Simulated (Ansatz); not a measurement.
# Cost against result

Saddle point of SiNH5ClF, singlet (SiNH₄F ([NH2][SiH2][F]) + HCl → SiNH₄Cl ([NH2][SiH2][Cl]) + HF; bonds formed: Si1–Cl7, F2–H6; bonds broken: Si1–F2, H6–Cl7), PBE0-D4/def2-TZVP structure:

```xyz
9
angstrom
Si 0.2491 -0.2331 0.4071
F 1.8433 0.1983 -0.7361
H 0.8013 -1.6084 0.2967
H 0.6603 0.3153 1.7106
N -1.3591 -0.5331 -0.0048
H 1.4673 1.1282 -0.8634
Cl 0.0401 2.0151 -0.3818
H -1.6628 -1.4645 -0.2333
H -2.0394 0.1820 -0.1950
```

Barriers are electronic and count from the start structure reached by relaxing down the imaginary mode.

Ansatz 0.2.0; basis: as named in each row; cores frozen in the correlated methods. B3LYP uses VWN-RPA correlation. Extrapolation: Hartree–Fock as exp(−7.88 √X), correlation as X^−2.97.

Times are rough, for one single point on 4 threads of a shared host (Arm Neoverse V1).

The estimate by CCSD(T) at an estimated basis limit (MP2 extrapolated from triple and quadruple zeta, plus CCSD(T) − MP2 in triple zeta) is 152.4 kJ/mol.

```
      method       basis  time (s)  barrier (kJ/mol)  method less estimate
          HF      STO-3G   under 1              77.1                 -75.3
      PBE-D4      STO-3G   under 1             -38.3                -190.6
       SPW92    def2-SVP   under 1              77.1                 -75.3
      PBE-D4    def2-SVP   under 1             105.0                 -47.3
    B3LYP-D4       6-31G   under 1             111.5                 -40.9
     PBE0-D4    def2-SVP   under 1             120.1                 -32.2
       SPW92  def2-TZVPP   under 1              94.1                 -58.2
      PBE-D4  def2-TZVPP         1             119.7                 -32.7
     BLYP-D4  def2-TZVPP         2             139.8                 -12.6
     CCSD(T)    def2-SVP         2             159.8                   7.5
    B3LYP-D4  def2-TZVPP         2             150.0                  -2.4
    BHLYP-D4  def2-TZVPP         2             166.6                  14.2
     PBE0-D4  def2-TZVPP         2             134.4                 -17.9
CAM-B3LYP-D4  def2-TZVPP         2             154.5                   2.1
   r2SCAN-D4  def2-TZVPP         3             134.9                 -17.5
  r2SCAN0-D4  def2-TZVPP         3             143.5                  -8.8
  RPA on PBE  def2-TZVPP         3             159.5                   7.1
     wB97M-V    def2-SVP         4             125.3                 -27.1
    PBE-QIDH  def2-TZVPP         4             146.5                  -5.9
      B2PLYP  def2-TZVPP         4             155.4                   3.0
     wB97X-V  def2-TZVPP         6             149.1                  -3.3
      B97M-V  def2-TZVPP         6             151.3                  -1.1
     wB97M-V  def2-TZVPP         6             141.9                 -10.5
         MP2  def2-QZVPP        13             147.3                  -5.1
     CCSD(T)  def2-TZVPP        56             158.0                   5.6
```

All methods are single points on the PBE0-D4 structures; a negative value means that the method puts the saddle structure below the start.

T1 diagnostic: at most 0.012.

Labels in which every atom is bracketed show which atoms are joined, not bond orders.
